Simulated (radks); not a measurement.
Values are calculated unless marked as measured or tabulated.
Q: The mean radii <r> (bohr) of the occupied orbitals of an atom or ion are listed with their occupations. Code: a radial shooting solver on a logarithmic mesh with Libxc functionals. Model: scalar-relativistic Kohn-Sham, BLYP, spin-unpolarised, spherical densities, finite nucleus; Fermi nuclear charge, rms radius of each element as measured or else 0.836 A^(1/3) + 0.57 fm.

| orbital | occ. | <r> |
|---|---|---|
| 1s | 2 | 0.02971 |
| 2s | 2 | 0.1285 |
| 2p | 6 | 0.1122 |
| 3s | 2 | 0.3487 |
| 3p | 6 | 0.3472 |
| 3d | 10 | 0.3244 |
| 4s | 2 | 0.8473 |
| 4p | 6 | 0.9201 |
| 4d | 10 | 1.153 |

Name the element and its charge.

A: Z = 49, indium, charge +3: In3+ in [Kr] 4d10. The 1s radius gives Z: for a bare nucleus <r> = (2 gamma + 1)/(2Z) with gamma = sqrt(1 - (Z/c)^2), 0.02926 bohr for Z = 49, and screening makes it slightly larger (0.02971 here). The occupations add up to 46, and the charge is Z minus that.
